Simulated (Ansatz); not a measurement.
Ag₃⁺. Charge 1, multiplicity 3. Geometry PBE-D4/def2-TZVP, that of the neutral doublet; atoms count from 1.

Cartesian coordinates in Å:
```
Ag 0.629 -1.478 -0.482
Ag -1.084 0.511 -0.807
Ag 0.456 0.967 1.289
```

In the def2 sets Ag takes a core potential; there is no spin–orbit coupling. At PBE0-D4/def2-TZVP a singlet of charge 1 lies 2.52 eV below the triplet at the same geometry. The structure comes from a short search, and lower isomers may exist.

(1) Estimate the Mulliken populations from the PBE0/def2-TZVP orbitals of Ansatz.

(2) Where does the spin sit?

(3) And the Mayer bond orders between bonded heavy atoms (over 0.3)?

Results:

(1) 
| atom | charge (e) | spin (α − β) | d electrons |
| --- | --- | --- | --- |
| Ag1 | 0.28 | 0.76 | 9.92 |
| Ag2 | 0.44 | 0.48 | 9.95 |
| Ag3 | 0.28 | 0.76 | 9.92 |
Mulliken values and Mayer orders depend strongly on the basis.

(2) Summed by element: Ag 2.00, of 2 unpaired in all. Largest on single atoms: Ag1 0.76, Ag3 0.76, Ag2 0.48.

(3) Ag1–Ag2 0.49 (2.65 Å); Ag2–Ag3 0.50 (2.64 Å).
